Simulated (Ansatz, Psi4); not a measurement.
Species: C$_{6}$H$_{7}$, net charge 0, doublet state. SMILES: C1C2=C(C1)C[CH]2
Geometry: optimised at B3LYP-D3(BJ)/def2-TZVP (Ansatz, a quantum-chemistry and plane-wave program).

Quantity: atomisation energy, in kcal/mol. Conventions: atomisation electronic, to ground-state atoms; spin-orbit terms left out; 6-311+G** with 5d; UHF or UKS for open shells; dispersion terms only where a functional's name holds one; six Cartesian d functions in 6-31G* and its kin unless marked 5d; non-relativistic; LANL2DZ all-electron up to Ne; valence correlation only. First-principles rows: single points at B3LYP-D3(BJ) geometries (Ansatz). A UHF reference is markedly spin-contaminated in at least one set, which strains HF and MP2.

```
level                            program  atomisation energy (kcal/mol)
------------------------  --------------  -----------------------------
PBE/3-21G                         Ansatz                         1339.9
PBE/LANL2DZ                       Ansatz                         1319.9
B3LYP/3-21G                       Ansatz                         1275.4
B3LYP/6-31G*                      Ansatz                         1306.1
B3LYP/def2-SVP                    Ansatz                         1318.0
B3LYP/cc-pVDZ                     Ansatz                         1287.0
PBE0/6-31G*                       Ansatz                         1336.2
wB97X-D/6-31G*                      Psi4                         1317.2
MP2/STO-3G                        Ansatz                         1318.7
MP2/6-311+G**                     Ansatz                         1252.3
B3LYP-D3(BJ)/def2-TZVPD   Ansatz + dftd3                         1311.9
PBE0/def2-TZVPD                   Ansatz                         1331.9
B2PLYP-D3(BJ)/def2-TZVPD  Ansatz + dftd3                         1299.8
```

No value to compare with is used here. The 10 habitual levels span 1252.3 (MP2/6-311+G**) to 1339.9 kcal/mol (PBE/3-21G); B3LYP-D3(BJ)/def2-TZVPD gives 1311.9.

The levels are drawn from those run, B3LYP/6-31G* more often than the rest, none by its result; left out are runs that failed, that the program found above a lower state of the same kind, or whose <S^2> lies over 0.5 above the pure value.
